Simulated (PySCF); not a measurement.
# How methods differ on the ionisation energy of Ti⁺

Ti⁺ [Ar] 3d2 4s1 (4F) → Ti²⁺ [Ar] 3d2 (3F), as a difference of total energies. All numbers are calculated (PySCF 2.14, the non-relativistic Hamiltonian (point nucleus), in def2-TZVP). Correlated levels: valence: [Ar] frozen. The calculations carry no spin-orbit coupling.

```csv
method,ionisation energy (eV)
UHF,12.860
M06-2X,13.460
PBE,13.893
MP2 (valence),13.004
SCS-MP2 (valence),12.908
```

Problem. How much does correlation contribute at MP2 (valence)?

Solution. 13.004 − (12.860) = 0.144 eV, measured against UHF.

These non-relativistic numbers lack the scalar-relativistic shift.

The reference lies between the lowest fine-structure levels, while these numbers refer to the centres of the terms.

Errors of the correlated levels include the incompleteness of this basis and the frozen core.

For comparison: 13.575 eV (measured; NIST Atomic Spectra Database, ionization energies).
